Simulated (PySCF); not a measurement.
Compound: C₅H₁₅NSi₂.
SMILES with atom numbers: `[CH3:1][CH2:2][CH2:3][C@@H:4]1[CH2:5][SiH2:6][NH:7][SiH2:8]1` (hydrogens: H9, H10, H11 on C1; H12, H13 on C2; H14, H15 on C3; H16 on C4; H17, H18 on C5; H19, H20 on Si6; H21 on N7; H22, H23 on Si8)

The same species was optimised twice, with GFN2-xTB and with PBE0-D3(BJ)/def2-SVP (PySCF), and the same property calculations (PySCF, gas phase) were run on both structures.

```json
{"coordinate": "N7–Si8 (Å)", "GFN2-xTB": "1.730", "PBE0-D3(BJ)/def2-SVP": "1.744", "change": "+0.014"}
{"coordinate": "Si6–N7 (Å)", "GFN2-xTB": "1.734", "PBE0-D3(BJ)/def2-SVP": "1.745", "change": "+0.011"}
{"coordinate": "C5–Si6 (Å)", "GFN2-xTB": "1.899", "PBE0-D3(BJ)/def2-SVP": "1.891", "change": "-0.008"}
{"coordinate": "C4–C5 (Å)", "GFN2-xTB": "1.536", "PBE0-D3(BJ)/def2-SVP": "1.544", "change": "+0.008"}
{"coordinate": "C4–Si8 (Å)", "GFN2-xTB": "1.908", "PBE0-D3(BJ)/def2-SVP": "1.900", "change": "-0.008"}
{"coordinate": "C2–C3 (Å)", "GFN2-xTB": "1.528", "PBE0-D3(BJ)/def2-SVP": "1.524", "change": "-0.004"}
{"coordinate": "C1–C2 (Å)", "GFN2-xTB": "1.524", "PBE0-D3(BJ)/def2-SVP": "1.520", "change": "-0.004"}
{"coordinate": "C3–C4 (Å)", "GFN2-xTB": "1.528", "PBE0-D3(BJ)/def2-SVP": "1.529", "change": "+0.001"}
{"coordinate": "Si6–N7–Si8 (°)", "GFN2-xTB": "118.1", "PBE0-D3(BJ)/def2-SVP": "114.1", "change": "-4.0"}
{"coordinate": "C4–Si8–N7 (°)", "GFN2-xTB": "96.9", "PBE0-D3(BJ)/def2-SVP": "99.5", "change": "+2.6"}
{"coordinate": "C5–Si6–N7 (°)", "GFN2-xTB": "96.5", "PBE0-D3(BJ)/def2-SVP": "98.8", "change": "+2.3"}
{"coordinate": "C3–C4–C5 (°)", "GFN2-xTB": "112.8", "PBE0-D3(BJ)/def2-SVP": "114.6", "change": "+1.8"}
{"coordinate": "C5–C4–Si8 (°)", "GFN2-xTB": "108.3", "PBE0-D3(BJ)/def2-SVP": "106.8", "change": "-1.5"}
{"coordinate": "C1–C2–C3 (°)", "GFN2-xTB": "111.8", "PBE0-D3(BJ)/def2-SVP": "113.2", "change": "+1.4"}
{"coordinate": "C3–C4–Si8 (°)", "GFN2-xTB": "113.0", "PBE0-D3(BJ)/def2-SVP": "114.3", "change": "+1.3"}
{"coordinate": "C2–C3–C4 (°)", "GFN2-xTB": "113.8", "PBE0-D3(BJ)/def2-SVP": "114.7", "change": "+0.9"}
{"coordinate": "C1–C2–C3–C4 (°)", "GFN2-xTB": "-176", "PBE0-D3(BJ)/def2-SVP": "-178", "change": "-2"}
{"coordinate": "C2–C3–C4–C5 (°)", "GFN2-xTB": "-63", "PBE0-D3(BJ)/def2-SVP": "-62", "change": "+1"}
```

Rotational constants: A = 2777, B = 725.6, C = 600.4 MHz (GFN2-xTB) against A = 2808, B = 714.1, C = 593.9 MHz (PBE0-D3(BJ)/def2-SVP). Point groups within 0.08 Å: C1 and C1.

On the GFN2-xTB structure: HOMO (eV) -7.07 [PBE0/pcSseg-1]; LUMO (eV) 0.53 [PBE0/pcSseg-1]; dipole (D) 0.16 [PBE0/pcSseg-1]; GIAO shielding of C1 (ppm) 169.7 [PBE0/pcSseg-1]; GIAO shielding of C2 (ppm) 158.5 [PBE0/pcSseg-1]; GIAO shielding of C3 (ppm) 146.4 [PBE0/pcSseg-1]; GIAO shielding of C4 (ppm) 160.8 [PBE0/pcSseg-1]; GIAO shielding of C5 (ppm) 171.5 [PBE0/pcSseg-1]; GIAO shielding of Si6 (ppm) 369.0 [PBE0/pcSseg-1]; GIAO shielding of N7 (ppm) 258.7 [PBE0/pcSseg-1]; GIAO shielding of Si8 (ppm) 368.4 [PBE0/pcSseg-1].

Question: What do these properties become on the PBE0-D3(BJ)/def2-SVP structure?

Answer: 
| property | level | on GFN2-xTB | on PBE0-D3(BJ)/def2-SVP | change |
| --- | --- | --- | --- | --- |
| HOMO (eV) | PBE0/pcSseg-1 | -7.07 | -7.19 | -0.12 |
| LUMO (eV) | PBE0/pcSseg-1 | 0.53 | 0.52 | -0.01 |
| dipole (D) | PBE0/pcSseg-1 | 0.16 | 0.17 | +0.01 |
| energy, GFN2-xTB geometry as zero (kcal/mol) | PBE0/pcSseg-1 | 0.0 | -2.4 | -2.4 |
| GIAO shielding of C1 (ppm) | PBE0/pcSseg-1 | 169.7 | 167.9 | -1.8 |
| GIAO shielding of C2 (ppm) | PBE0/pcSseg-1 | 158.5 | 158.3 | -0.2 |
| GIAO shielding of C3 (ppm) | PBE0/pcSseg-1 | 146.4 | 147.3 | +0.9 |
| GIAO shielding of C4 (ppm) | PBE0/pcSseg-1 | 160.8 | 161.8 | +1.0 |
| GIAO shielding of C5 (ppm) | PBE0/pcSseg-1 | 171.5 | 171.6 | +0.1 |
| GIAO shielding of Si6 (ppm) | PBE0/pcSseg-1 | 369.0 | 369.3 | +0.3 |
| GIAO shielding of N7 (ppm) | PBE0/pcSseg-1 | 258.7 | 256.7 | -2.0 |
| GIAO shielding of Si8 (ppm) | PBE0/pcSseg-1 | 368.4 | 367.5 | -0.9 |

The heavy atoms differ by 0.039 Å rms after alignment. Among bonds between heavy atoms N7–Si8 changes most (+0.014 Å). Changes are differences of the printed values. Neither structure is proved a minimum here.
